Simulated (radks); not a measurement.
Isoelectronic series with 9 electrons, all held in the configuration [He] 2s2 2p5, which need not be the ground one along the series. Calculated with a radial shooting solver on a logarithmic mesh with Libxc functionals: Dirac Kohn-Sham, BLYP, spin-unpolarised, spherical densities, finite nucleus; open shells fill j = l - 1/2 first; Fermi nuclear charge, rms radius of each element as measured or else 0.836 A^(1/3) + 0.57 fm. Total energies (hartree) and mean radii <r> (bohr):

ion    E (hartree)   2p3/2   2p1/2   2s1/2    1s1/2
F        -99.83772   1.108   1.105   1.004   0.1763
Al4+    -236.42010  0.5666  0.5647  0.6040   0.1201
P6+     -327.47493  0.4596  0.4576  0.5019   0.1035
Cl8+    -433.75653  0.3870  0.3850  0.4292  0.09086
K10+    -555.32616  0.3345  0.3323  0.3747  0.08093
Sc12+   -692.25722  0.2946  0.2922  0.3323  0.07293
V14+    -844.63440  0.2632  0.2607  0.2984  0.06634
Mn16+  -1012.55312  0.2379  0.2352  0.2706  0.06081
Co18+  -1196.11998  0.2170  0.2141  0.2475  0.05611
